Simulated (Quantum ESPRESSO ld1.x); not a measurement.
All-electron atom: Mo30+ in [Ne] 3s2 (the NIST ground configuration). All-electron calculation, scalar-relativistic Kohn-Sham, LDA (Slater exchange, Perdew-Zunger correlation), spin-polarised, spherical densities, point nucleus. Program: ld1.x of Quantum ESPRESSO 7.5.

Radial electron density D(r) = 4 pi r^2 rho(r):

r (bohr),D(r) (e/bohr)
0.001659,2.072
0.002059,3.022
0.002576,4.432
0.003197,6.345
0.003999,9.084
0.004963,12.64
0.00616,17.24
0.007707,23.19
0.009565,29.93
0.01187,37.23
0.01485,44.50
0.01843,49.99
0.02288,52.65
0.02862,51.63
0.03552,47.63
0.04444,43.04
0.05515,41.94
0.06845,46.47
0.08563,55.01
0.1063,60.06
0.1319,55.02
0.165,39.07
0.2048,21.94
0.2542,11.91
0.318,8.886
0.3947,6.912
0.4938,3.462
0.6128,0.9786
0.7606,0.1368
0.9515,0.007279
1.181,0.0001512

D(r) has 2 maxima, at r = 0.0242, 0.108 bohr, and minima at 0.0521 bohr, inside which lie 2.09 electrons.
